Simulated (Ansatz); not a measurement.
`[BH2][GeH2][CH2][SiH3]` + `ClC1=CB1` → `BC1=CB1` + `[SiH3][CH2][GeH2][Cl]`  (redistribution)

Isolated molecules relaxed with PBE0-D4/def2-TZVP in Ansatz; ΔE leaves out vibrations. CCSD(T)/CBS is the MP2 limit (def2-TZVPP, def2-QZVPP) plus CCSD(T) − MP2 in def2-TZVPP, frozen cores. Functionals use def2-TZVPP. For Ge outer-core shells are correlated without core-valence functions, which leaves a few kJ/mol of doubt a bond. Scalar relativity is left out up to krypton. Each species was taken in one conformer, which may not be the lowest.

`[BH2][GeH2][CH2][SiH3]`:

Cartesian coordinates in Å:
```
B 1.405 1.376 -1.212
Ge 0.085 1.293 0.365
C -1.164 -0.222 0.238
Si -0.293 -1.867 0.375
H 1.153 0.842 -2.251
H 2.424 1.993 -1.128
H 0.802 1.231 1.730
H -0.724 2.613 0.352
H -1.675 -0.155 -0.727
H -1.922 -0.132 1.020
H 0.307 -2.020 1.728
H -1.210 -3.015 0.135
H 0.811 -1.937 -0.624
```

`ClC1=CB1`:

Cartesian coordinates in Å:
```
Cl 0.888 -1.868 -1.139
C 0.328 -0.533 -0.271
C -0.724 0.297 -0.243
B 0.347 0.519 0.749
H -1.660 0.477 -0.753
H 0.820 1.108 1.657
```

`BC1=CB1`:

Z-matrix (Å, degrees):
```
B
B 1 2.154
C 1 1.457 2 46.3
H 1 1.195 2 110.5 3 111.2
H 1 1.195 2 110.5 3 -111.2
C 2 1.444 1 95.2 3 0.0
H 2 1.178 1 110.1 3 -180.0
H 6 1.078 2 155.8 1 -180.0
```

`[SiH3][CH2][GeH2][Cl]`:

```xyz
11

Si    0.666    0.077    1.468
C    -0.729    0.328    0.240
Ge   -0.369   -0.342   -1.549
Cl    1.524    0.479   -2.200
H     1.802    0.981    1.164
H     0.181    0.359    2.846
H     1.137   -1.333    1.413
H    -1.625   -0.191    0.598
H    -0.974    1.391    0.166
H    -0.204   -1.869   -1.564
H    -1.409    0.120   -2.581
```

```
             level  ΔE (kJ/mol)  difference from CCSD(T)/CBS
            B2PLYP       -200.2                         -1.5
               PBE       -199.5                         -0.8
     HF/def2-TZVPP       -189.3                          9.4
SCS-MP2/def2-TZVPP       -198.2                          0.5
CCSD(T)/def2-TZVPP       -197.0                          1.7
     HF/def2-QZVPP       -190.7                          8.0
    MP2/def2-QZVPP       -207.8                         -9.1
SCS-MP2/def2-QZVPP       -200.1                         -1.4
      HF/CBS(def2)       -190.9                          7.8
    CCSD/CBS(def2)       -195.7                          3.0
       CCSD(T)/CBS       -198.7                            0
```

Largest T1 diagnostic among the species: 0.013.

In def2-TZVPP, CCSD(T) changes the Hartree–Fock value by −7.6 kJ/mol (the triples alone add −3.0 kJ/mol) and MP2 by −17.0 kJ/mol.
